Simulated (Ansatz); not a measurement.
def2 core potentials replace the inner electrons of Sn.

Cartesian coordinates (Å):
SMILES: CCC[CH2][Sn]([Cl])([Cl])[Cl]
```xyz
17

C     -2.7063     0.2595     0.1906
C     -1.4752    -0.0579    -0.6425
C     -0.1771     0.0541     0.1514
C      1.0493    -0.2654    -0.6911
Sn     2.8399    -0.0955     0.4621
Cl     3.0640     2.0654     1.3309
Cl     2.7832    -1.5441     2.2986
Cl     4.7972    -0.5657    -0.7239
H     -2.7962    -0.4264     1.0479
H     -2.6642     1.2848     0.5911
H     -3.6274     0.1716    -0.4044
H     -1.4252     0.6204    -1.5122
H     -1.5560    -1.0773    -1.0588
H     -0.0900     1.0734     0.5664
H     -0.2210    -0.6257     1.0202
H      1.0363    -1.2943    -1.0840
H      1.1686     0.4229    -1.5426
```
Charge 0, spin multiplicity 1.

**Question.** Estimate the dipole moment, total energy, HOMO–LUMO gap, LUMO and HOMO that CAM-B3LYP-D3(BJ)/def2-TZVP // PBE0-D3(BJ)/def2-SVP in Ansatz (a program for electronic structure) returns for this input.

**Answer.** 
The dipole moment is 4.21 D and the total energy is -1752.9425 Ha. The HOMO–LUMO gap is 8.75 eV. The LUMO is -1.16 eV and the HOMO comes out as -9.91 eV.
